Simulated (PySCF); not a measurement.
## Electronic structure of Mn+ (manganese, charge +1) at the M06-L level

Configuration: [Ar] 3d5 4s1, high-spin 7S determinant. All numbers are calculated (PySCF 2.14, the non-relativistic Hamiltonian (point nucleus), in 6-31G* (5s4p2d1f, 34 functions)).

```json
{
 "Total energy": "-1150.514 hartree",
 "One-electron energy": "-1578.119 hartree",
 "Hartree (Coulomb) energy": "479.522 hartree",
 "Exchange-correlation energy": "-51.917 hartree",
 "Kinetic energy": "1149.23676 hartree",
 "⟨S²⟩": "12.0003",
 "⟨L²⟩": "0.000",
 "Sum of ⟨r⟩": "17.79 bohr",
 "Sum of ⟨r²⟩": "25.13 bohr²",
 "Density at the nucleus (Gaussians lack the cusp)": "9930 bohr⁻³",
 "Spin density at the nucleus": "3.41 bohr⁻³",
 "Langevin diamagnetic susceptibility": "-19.9 ×10⁻⁶ cm³/mol",
 "Time after the integrals": "0.92 s of wall time on 1 thread of Neoverse-V1 (shared host)"
}
```

| shell | electrons | mean orbital energy (eV) | rms radius, mean of both spins (bohr) |
| --- | --- | --- | --- |
| 1s α | 1 | -6402.2 | 0.0713 |
| 1s β | 1 | -6402.1 | 0.0713 |
| 2s α | 1 | -750.85 | 0.305 |
| 2s β | 1 | -747.90 | 0.305 |
| 2p α | 3 | -641.84 | 0.275 |
| 2p β | 3 | -639.68 | 0.275 |
| 3s α | 1 | -97.659 | 0.923 |
| 3s β | 1 | -90.230 | 0.923 |
| 3p α | 3 | -65.935 | 0.989 |
| 3p β | 3 | -58.705 | 0.989 |
| 3d α | 5 | -15.770 | 1.24 |
| 4s α | 1 | -12.019 | 3.03 |
